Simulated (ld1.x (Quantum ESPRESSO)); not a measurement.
technetium (Tc), PAW: configuration errors across variants

Tc, PAW, made with ld1.x (Quantum ESPRESSO) 7.5 (LDA (PZ), fully relativistic). Core [Ar] 3d10, reference 4s2 4p6 4d5 5s2 5p0. Waves: 4s (bound): rcut 1.50, rcutus 1.70 bohr; 5s (bound): rcut 1.50, rcutus 1.70 bohr; 4p (bound): rcut 1.90, rcutus 2.45 bohr; 5p (bound, empty): rcut 1.90, rcutus 2.45 bohr; 4d (bound): rcut 1.20, rcutus 1.55 bohr; 4d channel at -0.05 Ry: rcut 1.20, rcutus 1.55 bohr. Local part: all-electron potential smoothed inside 1.20 bohr (lloc = -1). Core correction: a·sin(br)/r model core, default radius (ld1.x builds one for every PAW set, though the input has nlcc=.false.). Augmentation charge: PSQ, inside the norm-conserving radii.

Open shells are filled in proportion to 2j + 1 (rel_dist='average').

All-electron excitation energies from the reference (eV): (1) 4s2 4p6 4d5 5s1 5p0 8.432; (2) 4s2 4p6 4d5 5s0 5p0 23.634; (3) 4s2 4p6 4d4 5s0 5p0 52.559; (4) 4s2 4p6 4d5 5s0 5p2 7.886; (5) 4s2 4p6 4d6 5s0 5p0 6.550; (6) 4s2 4p6 4d5 5s1.5 5p0 3.407; (7) 4s2 4p6 4d6 5s1 5p0 -0.865.

3 further variants failed, have other tests or too few solved ones, and are left out.

Errors AE − PS in meV (a dash: test not solved or not reliable):

| change | (1) | (2) | (3) | (4) | (5) | (6) | (7) | bound ghosts |
| --- | --- | --- | --- | --- | --- | --- | --- | --- |
| base | +0.1 | +0.2 | -1.3 | +0.7 | -0.7 | 0.0 | -0.3 | not determined |
| waves 4s (bound): rcut 1.04, rcutus 1.10 bohr; 5s (bound): rcut 1.04, rcutus 1.10 bohr | 0.0 | +0.2 | -1.5 | +0.9 | -0.8 | 0.0 | -0.4 | not determined |
| waves 4s (bound): rcut 1.18, rcutus 1.26 bohr; 5s (bound): rcut 1.18, rcutus 1.26 bohr | 0.0 | +0.2 | -1.4 | +0.7 | -0.9 | +0.1 | -0.4 | not determined |
| waves 4s (bound): rcut 1.40, rcutus 1.48 bohr; 5s (bound): rcut 1.40, rcutus 1.48 bohr | 0.0 | +0.1 | -1.6 | +0.5 | -1.0 | 0.0 | -0.4 | not determined |
| waves 4s (bound): rcut 1.46, rcutus 1.54 bohr; 5s (bound): rcut 1.46, rcutus 1.54 bohr | 0.0 | 0.0 | -1.7 | +0.5 | -1.0 | 0.0 | -0.4 | not determined |
| waves 4s (bound): rcut 1.50, rcutus 1.88 bohr; 5s (bound): rcut 1.50, rcutus 1.88 bohr | 0.0 | -0.1 | -0.4 | +0.4 | -1.0 | 0.0 | +0.1 | not determined |
| waves 4s (bound): rcut 1.50, rcutus 2.08 bohr; 5s (bound): rcut 1.50, rcutus 2.08 bohr | +0.6 | -0.2 | +5.4 | +0.4 | +1.1 | +0.2 | +4.8 | not determined |

(1) Give the same row for: waves 4s (bound): rcut 1.50, rcutus 1.78 bohr; 5s (bound): rcut 1.50, rcutus 1.78 bohr.

Results:

(1) +0.1, +0.5, -1.2, +0.8, -0.2, +0.1, +0.2; bound ghosts: not determined.
